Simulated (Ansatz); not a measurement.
Ansatz (a first-principles code) input (HF/3-21G): The .json file is the Basis Set Exchange's 3-21G.

Ansatz 0.2 input:
```yaml
crystal:
  periodic: [false, false, false]
  atoms:
    - {symbol: F, position_ang: [-0.71307364, 1.65909975, -0.49159248]}
    - {symbol: C, position_ang: [-0.58684483, 0.81954394, 0.54887493]}
    - {symbol: Cl, position_ang: [-2.13128451, -0.66739857, -0.00604049]}
    - {symbol: Br, position_ang: [1.31915910, -0.24295388, 0.03525060]}
basis:
  gaussian:
    orbitals: 3-21G.json
hamiltonian:
  xc: {name: HF}
total_charge: -1
phonons: {temperatures: {t_min: 298.15, t_max: 298.15, t_step: 100}}
```

Output:

```
Functional definition: HF
integrals: 0.01 GiB planned
619 factors; integrals over basis functions are off by at most 4.9e-5 eV
mean field: 0.16 GiB planned
mean field evaluation 1: about -85818.9898 eV, gradient 2.7e1 eV
mean field evaluation 2: about -85819.1568 eV, gradient 2.7e1 eV
mean field evaluation 4: about -85821.6335 eV, gradient 1.9e0 eV
mean field evaluation 8: about -85821.6771 eV, gradient 1.4e-1 eV
mean field -85821.67739452 eV, -3153.8884722265 hartree, gradient 4.4e-5 eV, S^2 0.000000; 0 other end points of the search recorded, 0 dependent functions left out
the calculation of the forces begins
reference -85821.67739452 eV, -3153.8884722265 hartree; 34, 34 occupied and 20, 20 virtual orbitals, 619 factors
these checks for a lower state are left out or cut short: stability, starts, cluster_reference, orbital_swaps, neighbouring_geometries, increment
integrals: 0.01 GiB planned
619 factors; integrals over basis functions are off by at most 4.9e-5 eV
mean field: 0.16 GiB planned
mean field evaluation 16: about -85821.6774 eV, gradient 1.4e-3 eV
mean field -85821.67737837 eV, -3153.8884716327 hartree, gradient 4.6e-6 eV, S^2 0.000000; 0 other end points of the search recorded, 0 dependent functions left out
the calculation of the forces begins
reference -85821.67737837 eV, -3153.8884716327 hartree; 34, 34 occupied and 20, 20 virtual orbitals, 619 factors
these checks for a lower state are left out or cut short: stability, starts, cluster_reference, orbital_swaps, neighbouring_geometries, increment
integrals: 0.01 GiB planned
619 factors; integrals over basis functions are off by at most 4.9e-5 eV
mean field: 0.16 GiB planned
mean field -85821.67737831 eV, -3153.8884716308 hartree, gradient 4.6e-6 eV, S^2 0.000000; 0 other end points of the search recorded, 0 dependent functions left out
the calculation of the forces begins
reference -85821.67737831 eV, -3153.8884716308 hartree; 34, 34 occupied and 20, 20 virtual orbitals, 619 factors
these checks for a lower state are left out or cut short: stability, starts, cluster_reference, orbital_swaps, neighbouring_geometries, increment
integrals: 0.01 GiB planned
619 factors; integrals over basis functions are off by at most 4.9e-5 eV
mean field: 0.16 GiB planned
mean field evaluation 32: about -85821.4921 eV, gradient 2.2e-3 eV
mean field -85821.67733616 eV, -3153.8884700816 hartree, gradient 4.6e-6 eV, S^2 0.000000; 0 other end points of the search recorded, 0 dependent functions left out
the calculation of the forces begins
reference -85821.67733616 eV, -3153.8884700816 hartree; 34, 34 occupied and 20, 20 virtual orbitals, 619 factors
these checks for a lower state are left out or cut short: stability, starts, cluster_reference, orbital_swaps, neighbouring_geometries, increment
integrals: 0.01 GiB planned
619 factors; integrals over basis functions are off by at most 4.9e-5 eV
mean field: 0.16 GiB planned
mean field -85821.67734095 eV, -3153.8884702575 hartree, gradient 4.6e-6 eV, S^2 0.000000; 0 other end points of the search recorded, 0 dependent functions left out
the calculation of the forces begins
reference -85821.67734095 eV, -3153.8884702575 hartree; 34, 34 occupied and 20, 20 virtual orbitals, 619 factors
these checks for a lower state are left out or cut short: stability, starts, cluster_reference, orbital_swaps, neighbouring_geometries, increment
integrals: 0.01 GiB planned
619 factors; integrals over basis functions are off by at most 4.9e-5 eV
mean field: 0.16 GiB planned
mean field -85821.67732608 eV, -3153.8884697112 hartree, gradient 4.6e-6 eV, S^2 0.000000; 0 other end points of the search recorded, 0 dependent functions left out
the calculation of the forces begins
reference -85821.67732608 eV, -3153.8884697112 hartree; 34, 34 occupied and 20, 20 virtual orbitals, 619 factors
these checks for a lower state are left out or cut short: stability, starts, cluster_reference, orbital_swaps, neighbouring_geometries, increment
integrals: 0.01 GiB planned
619 factors; integrals over basis functions are off by at most 4.9e-5 eV
mean field: 0.16 GiB planned
mean field evaluation 64: about -85821.6773 eV, gradient 2.0e-4 eV
mean field -85821.67731975 eV, -3153.8884694786 hartree, gradient 4.6e-6 eV, S^2 0.000000; 0 other end points of the search recorded, 0 dependent functions left out
the calculation of the forces begins
reference -85821.67731975 eV, -3153.8884694786 hartree; 34, 34 occupied and 20, 20 virtual orbitals, 619 factors
these checks for a lower state are left out or cut short: stability, starts, cluster_reference, orbital_swaps, neighbouring_geometries, increment
integrals: 0.01 GiB planned
619 factors; integrals over basis functions are off by at most 4.9e-5 eV
mean field: 0.16 GiB planned
[...]
619 factors; integrals over basis functions are off by at most 4.9e-5 eV
mean field: 0.16 GiB planned
mean field -85821.67729773 eV, -3153.8884686692 hartree, gradient 4.6e-6 eV, S^2 0.000000; 0 other end points of the search recorded, 0 dependent functions left out
the calculation of the forces begins
reference -85821.67729773 eV, -3153.8884686692 hartree; 34, 34 occupied and 20, 20 virtual orbitals, 619 factors
these checks for a lower state are left out or cut short: stability, starts, cluster_reference, orbital_swaps, neighbouring_geometries, increment
integrals: 0.01 GiB planned
619 factors; integrals over basis functions are off by at most 4.9e-5 eV
mean field: 0.16 GiB planned
mean field evaluation 128: about -85821.6774 eV, gradient 2.5e-6 eV
mean field -85821.67738664 eV, -3153.8884719369 hartree, gradient 4.6e-6 eV, S^2 0.000000; 0 other end points of the search recorded, 0 dependent functions left out
the calculation of the forces begins
reference -85821.67738664 eV, -3153.8884719369 hartree; 34, 34 occupied and 20, 20 virtual orbitals, 619 factors
these checks for a lower state are left out or cut short: stability, starts, cluster_reference, orbital_swaps, neighbouring_geometries, increment
integrals: 0.01 GiB planned
619 factors; integrals over basis functions are off by at most 4.9e-5 eV
mean field: 0.16 GiB planned
mean field -85821.67738574 eV, -3153.8884719038 hartree, gradient 4.6e-6 eV, S^2 0.000000; 0 other end points of the search recorded, 0 dependent functions left out
the calculation of the forces begins
reference -85821.67738574 eV, -3153.8884719038 hartree; 34, 34 occupied and 20, 20 virtual orbitals, 619 factors
these checks for a lower state are left out or cut short: stability, starts, cluster_reference, orbital_swaps, neighbouring_geometries, increment
integrals: 0.01 GiB planned
619 factors; integrals over basis functions are off by at most 4.9e-5 eV
mean field: 0.16 GiB planned
mean field -85821.67738441 eV, -3153.8884718548 hartree, gradient 4.6e-6 eV, S^2 0.000000; 0 other end points of the search recorded, 0 dependent functions left out
the calculation of the forces begins
reference -85821.67738441 eV, -3153.8884718548 hartree; 34, 34 occupied and 20, 20 virtual orbitals, 619 factors
these checks for a lower state are left out or cut short: stability, starts, cluster_reference, orbital_swaps, neighbouring_geometries, increment
integrals: 0.01 GiB planned
619 factors; integrals over basis functions are off by at most 4.9e-5 eV
mean field: 0.16 GiB planned
mean field -85821.67738504 eV, -3153.8884718779 hartree, gradient 4.6e-6 eV, S^2 0.000000; 0 other end points of the search recorded, 0 dependent functions left out
the calculation of the forces begins
reference -85821.67738504 eV, -3153.8884718779 hartree; 34, 34 occupied and 20, 20 virtual orbitals, 619 factors
these checks for a lower state are left out or cut short: stability, starts, cluster_reference, orbital_swaps, neighbouring_geometries, increment
integrals: 0.01 GiB planned
619 factors; integrals over basis functions are off by at most 4.9e-5 eV
mean field: 0.16 GiB planned
mean field evaluation 160: about -85821.6774 eV, gradient 1.4e-3 eV
mean field -85821.67739013 eV, -3153.8884720650 hartree, gradient 4.6e-6 eV, S^2 0.000000; 0 other end points of the search recorded, 0 dependent functions left out
the calculation of the forces begins
reference -85821.67739013 eV, -3153.8884720650 hartree; 34, 34 occupied and 20, 20 virtual orbitals, 619 factors
these checks for a lower state are left out or cut short: stability, starts, cluster_reference, orbital_swaps, neighbouring_geometries, increment
integrals: 0.01 GiB planned
619 factors; integrals over basis functions are off by at most 4.9e-5 eV
mean field: 0.16 GiB planned
mean field -85821.67739046 eV, -3153.8884720770 hartree, gradient 4.6e-6 eV, S^2 0.000000; 0 other end points of the search recorded, 0 dependent functions left out
the calculation of the forces begins
reference -85821.67739046 eV, -3153.8884720770 hartree; 34, 34 occupied and 20, 20 virtual orbitals, 619 factors
these checks for a lower state are left out or cut short: stability, starts, cluster_reference, orbital_swaps, neighbouring_geometries, increment
integrals: 0.01 GiB planned
619 factors; integrals over basis functions are off by at most 4.9e-5 eV
mean field: 0.16 GiB planned
mean field -85821.67738078 eV, -3153.8884717213 hartree, gradient 4.6e-6 eV, S^2 0.000000; 0 other end points of the search recorded, 0 dependent functions left out
the calculation of the forces begins
reference -85821.67738078 eV, -3153.8884717213 hartree; 34, 34 occupied and 20, 20 virtual orbitals, 619 factors
these checks for a lower state are left out or cut short: stability, starts, cluster_reference, orbital_swaps, neighbouring_geometries, increment
integrals: 0.01 GiB planned
619 factors; integrals over basis functions are off by at most 4.9e-5 eV
mean field: 0.16 GiB planned
mean field evaluation 192: about -85821.6774 eV, gradient 4.6e-6 eV
mean field -85821.67737957 eV, -3153.8884716770 hartree, gradient 4.6e-6 eV, S^2 0.000000; 0 other end points of the search recorded, 0 dependent functions left out
the calculation of the forces begins
reference -85821.67737957 eV, -3153.8884716770 hartree; 34, 34 occupied and 20, 20 virtual orbitals, 619 factors
these checks for a lower state are left out or cut short: stability, starts, cluster_reference, orbital_swaps, neighbouring_geometries, increment
integrals: 0.01 GiB planned
619 factors; integrals over basis functions are off by at most 4.9e-5 eV
mean field: 0.16 GiB planned
mean field -85821.67738506 eV, -3153.8884718788 hartree, gradient 4.6e-6 eV, S^2 0.000000; 0 other end points of the search recorded, 0 dependent functions left out
the calculation of the forces begins
reference -85821.67738506 eV, -3153.8884718788 hartree; 34, 34 occupied and 20, 20 virtual orbitals, 619 factors
these checks for a lower state are left out or cut short: stability, starts, cluster_reference, orbital_swaps, neighbouring_geometries, increment
integrals: 0.01 GiB planned
619 factors; integrals over basis functions are off by at most 4.9e-5 eV
mean field: 0.16 GiB planned
mean field -85821.67738723 eV, -3153.8884719584 hartree, gradient 4.6e-6 eV, S^2 0.000000; 0 other end points of the search recorded, 0 dependent functions left out
the calculation of the forces begins
reference -85821.67738723 eV, -3153.8884719584 hartree; 34, 34 occupied and 20, 20 virtual orbitals, 619 factors
these checks for a lower state are left out or cut short: stability, starts, cluster_reference, orbital_swaps, neighbouring_geometries, increment
integrals: 0.01 GiB planned
619 factors; integrals over basis functions are off by at most 4.9e-5 eV
mean field: 0.16 GiB planned
mean field -85821.67738964 eV, -3153.8884720471 hartree, gradient 4.6e-6 eV, S^2 0.000000; 0 other end points of the search recorded, 0 dependent functions left out
the calculation of the forces begins
reference -85821.67738964 eV, -3153.8884720471 hartree; 34, 34 occupied and 20, 20 virtual orbitals, 619 factors
these checks for a lower state are left out or cut short: stability, starts, cluster_reference, orbital_swaps, neighbouring_geometries, increment
integrals: 0.01 GiB planned
619 factors; integrals over basis functions are off by at most 4.9e-5 eV
mean field: 0.16 GiB planned
mean field evaluation 224: about -85821.6774 eV, gradient 1.1e-2 eV
mean field -85821.67739005 eV, -3153.8884720622 hartree, gradient 4.6e-6 eV, S^2 0.000000; 0 other end points of the search recorded, 0 dependent functions left out
the calculation of the forces begins
reference -85821.67739005 eV, -3153.8884720622 hartree; 34, 34 occupied and 20, 20 virtual orbitals, 619 factors
Total energy: -85821.67739452 eV, -3153.8884722265 hartree
Atom 0 at    -0.713074     1.659100    -0.491592 Å, force     0.000007    -0.000996     0.001358 eV/Å
Atom 1 at    -0.586845     0.819544     0.548875 Å, force    -0.000420     0.001547    -0.001209 eV/Å
Atom 2 at    -2.131285    -0.667399    -0.006040 Å, force     0.000185    -0.000119    -0.000065 eV/Å
Atom 3 at     1.319159    -0.242954     0.035251 Å, force     0.000228    -0.000432    -0.000084 eV/Å
Dipole moment:     0.670800     0.363981    -0.024132 e Å
Vibrations: 125.96 226.85 288.11 479.61 556.57 1163.50 cm⁻¹, zero-point energy 0.176094 eV
```

The blocks after the first are displaced geometries, from whose forces the wavenumbers follow.

The dipole moment of an ion depends on the origin.
